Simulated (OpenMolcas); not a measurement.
**Ru2+: effect of the IPEA shift**

* Program: OpenMolcas
* Basis: ANO-RCC-VTZP [7s6p4d2f1g]
* Scalar Hamiltonian: DKH2, point nucleus
* Active space: 12 electrons in 8 orbitals (RAS1 4p, at most 2 holes; RAS2 4d)
* State averaging: 2S+1 = 5 even, 5 roots; 2S+1 = 3 even, 45 roots; 2S+1 = 1 even, 49 roots
* Spin-orbit coupling: state interaction with AMFI integrals over the reference wave functions, term energies averaged over their components

Methods on the same reference wave functions:
A. RASSCF
B. MS-RASPT2, IPEA 0 Eh, imaginary shift 0.1 Eh (closed shells correlated: 4s)
C. MS-RASPT2, IPEA 0.25 Eh, imaginary shift 0.1 Eh (closed shells correlated: 4s)

Energies in cm⁻¹ above 4d⁶ ⁵D₄, the measured ground level; measured values from Moore, Atomic Energy Levels, vol. III, NSRDS-NBS 35 (1971 reprint of NBS Circular 467, 1958).

```
     Level      A      B      C  Measured
   4d⁶ ⁵D₄    0.0    0.0    0.0       0.0
   4d⁶ ⁵D₃   1161   1176   1166      1159
   4d⁶ ⁵D₂   1855   1857   1860      1826
   4d⁶ ⁵D₁   2301   2310   2310      2266
   4d⁶ ⁵D₀   2515   2520   2530      2476
4d⁶ ³P₂(1)  16855  14750  16140          
   4d⁶ ³H₆  18944  14800  15880          
   4d⁶ ³H₅  19237  15060  16180          
4d⁶ ³F₃(1)  19908  16520  17980          
4d⁶ ³P₁(1)  20239  18060  19460          
4d⁶ ³F₂(1)  20363  16980  18530          
4d⁶ ³P₀(1)  20921  18740  20180          
   4d⁶ ³G₅  22871  18470  19680          
   4d⁶ ³G₄  23787  19460  20730          
   4d⁶ ³G₃  24060  19710  21010          
   4d⁶ ³D₂  27266  22370  23850          
   4d⁶ ³D₁  27439  22490  24010          
   4d⁶ ³D₃  27713  22670  24190          
4d⁶ ¹G₄(1)  28410  24850  25910          
   4d⁶ ¹I₆  28922  23530  24400          
   4d⁶ ¹S₀  30515  27310  29090          
4d⁶ ¹D₂(1)  33434  29540  30350          
   4d⁶ ¹F₃  38495  32030  33230          
4d⁶ ³P₀(2)  42529  36270  37630
```

Deviations, from unrounded energies. A percentage is the sum of absolute deviations over the sum of measured energies, with the sign that they share, or ± where signs differ.

```tsv
Against measurement	Levels	A	B	C
mean absolute deviation (cm-1)	4	26	33	34
fine structure of the ground term (%)	4	+1.3	+1.7	+1.8
```

A lies closest to measurement on these levels and C furthest from it. The largest miss of A in the table is 4d⁶ ⁵D₀, by +39 cm-1. The ranking rests on the paired levels alone, and a cruder setting can come out closer through cancelling errors.

Between B and C the level of the table that moves most is 4d⁶ ¹S₀, by 1800 cm-1 (lowest in B, highest in C). Moves below CASPT2's spread within the term are not significant.

The two smallest mean deviations differ by little beside CASPT2's spread within terms, so their order carries little weight.

From A to B the spin-free energies of the other terms of 4d⁶ shown, above ⁵D, scale by factors of 0.77 to 0.89, as is usual when dynamic correlation screens the repulsion within a d or f shell.

The lowest spin-free term lies below A's lowest term by 0.417 hartree in B, 0.407 hartree in C.

Term energies are means over components that CASPT2 splits; among the terms shown or strongly mixed into the levels shown the widest spread is 2200 cm-1 (4d⁶ ¹I, C). Active for correlation alone: 4p; no level in the range computed is led by a configuration that opens it, so any true level of that kind is missing. Without dynamic correlation excited terms often stand tens of per cent too high (terms of higher spin than the ground term too low), and those without a measured partner can miss by more than the paired ones (holds for A). The CASPT2 spread within a term exceeds the gap to the next term for 4d⁶ ³D and 4d⁶ ¹I, 4d⁶ ¹I and 4d⁶ ¹G(1), so the order of their levels is uncertain (holds for C). Measured partners are found by configuration, term and J. A level has none where our copy of the source lacks it or the pairing is in doubt (some pairs that miss far off the trend of their configuration count as doubtful), and it then counts in no deviation. Levels of configurations outside the active space are missing. The table leaves out levels that lie high or whose names do not pair safely across all columns.

A number in round brackets counts repeated terms of one configuration in the order of the reference energies.
